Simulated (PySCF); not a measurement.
## Structure revision by computed shifts

A compound C$_{7}$H$_{11}$ClSi gives the data below (simulated from a calculation) and was assigned the structure `C=C[SiH2][C@@](C)(Cl)C#CC`.

¹³C{¹H} NMR (computed): δ 184.3 (C), 130.6 (CH), 50.1 (CH), 36.5 (CH), 28.2 (CH2), 23.5 (CH2), 16.6 (CH2).

¹H NMR (300 MHz, computed): δ 5.86 (m, 1H), 5.08 (m, 1H), 4.75 (m, 1H), 4.26 (m, 1H), 3.64 (m, 1H), 2.37 (m, 1H), 2.33 (m, 1H), 2.16 (m, 1H), 2.07 (m, 1H), 1.81 (m, 1H), 1.78 (m, 1H).

All values are calculated (PySCF 2.14): structure optimised with GFN2-xTB, NMR shieldings at PBE0/pcSseg-1/GIAO. No relativistic terms, a single conformation, isolated molecule.

Shifts are taken against calculated references (same method and geometry level): ¹H (σ = 31.72 ppm), ¹³C (σ = 186.93 ppm) vs TMS.

Q: Compare with the shifts computed for the proposed structure, pairing carbons in order of shift.

A: Structure with atom numbers: `[CH2:1]=[CH:2][SiH2:3][C@@:4]([CH3:5])([Cl:6])[C:7]#[C:8][CH3:9]`. Each H is labelled by its parent atom.

| atom | computed for proposal | given list | difference |
| --- | --- | --- | --- |
| C1 | 145.4 | 184.3 | -38.9 |
| C2 | 139.6 | 130.6 | +9.0 |
| C8 | 93.7 | 50.1 | +43.6 |
| C7 | 88.0 | 36.5 | +51.5 |
| C4 | 52.1 | 28.2 | +23.9 |
| C5 | 32.2 | 23.5 | +8.7 |
| C9 | 5.2 | 16.6 | -11.4 |

The rms difference is 31.5 ppm and the largest +51.5 ppm at C7 (alkyne carbon). The carbon types in order of shift don't match either: CH2, CH, C, C, C, CH3, CH3 for the proposal against C, CH, CH, CH, CH2, CH2, CH2 in the data. The proposal doesn't fit.

Q: Which isomer fits?

A: `Cl[C@@H]1[SiH2]C=C1C1CCC1`.

Carbon types of the structure: 1 × C, 3 × CH, 3 × CH2, leaving 2 H on heteroatoms. δC 184.3: fully substituted alkene carbon. δC 130.6: alkene CH; as expected for a trigonal carbon in a double bond. δC 36.5: allylic sp3 CH; saturated and bonded to C and H only. δC 28.2, 23.5, 16.6: sp3 CH2 in a ring; a saturated carbon with 2 carbon neighbours and no heteroatom attached.

Other isomers checked: C=C[C@](C)(Cl)C1=C[SiH2]C1 (rms 48.9 ppm); CCCC1=CC=C(Cl)[SiH2]1 (rms 59.3 ppm).

This is the structure that produced the data.

Carbons that carry Cl, above all several Cl atoms, come out too deshielded, partly because spin–orbit coupling is missing. Shifts are as computed. Against solution values, carbons near 30 ppm lie about +3 ppm off and those near 130 ppm about +5 ppm; carbons on Cl a further +6 ppm. Of 1211 compounds with measured shifts, 218 miss one by over three times the rms of a fit or turn the order of signals round; such compounds aren't used in these exercises. Multiplicities follow the n + 1 count of equivalent neighbours, as no J values were calculated; m marks all less simple cases, F and P coupling included.
